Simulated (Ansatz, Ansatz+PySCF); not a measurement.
```xyz
10

C     0.0000    0.0034   -0.6692
C     0.0000   -0.0034    0.6692
C     0.0000    1.0250   -1.3597
C     0.0000   -1.0250    1.3597
H     0.0000   -0.8986   -1.1219
H     0.0000    0.8986    1.1219
H     0.0000    0.9821   -2.3639
H     0.0000    1.9402   -0.9394
H     0.0000   -0.9821    2.3639
H     0.0000   -1.9402    0.9394
```

Basis set: def2-SVP (spherical functions). Frozen core: 4 orbitals. Charge 0, multiplicity 1.

Computed with Ansatz (development build ahead of 0.2.0); each method stands on the lowest determinant of its kind that the runs found. Restricted open shells among the atoms or ions are ROHF, correlated in semicanonical orbitals with singles.

The atomization energy at this shape (free ground-state atoms in the same class of orbitals less the molecule, no zero-point energy) of singlet C₄H₆:

```csv
method,atomization energy
RHF-CCSD(T),3841.7 kJ/mol
RHF-MP2,3890.9 kJ/mol
UHF-MP2,3887.8 kJ/mol
RHF,3090.7 kJ/mol
```

Task: What does UHF give?

Result: 3048.0 kJ/mol. Caution: the shape is not the minimum.
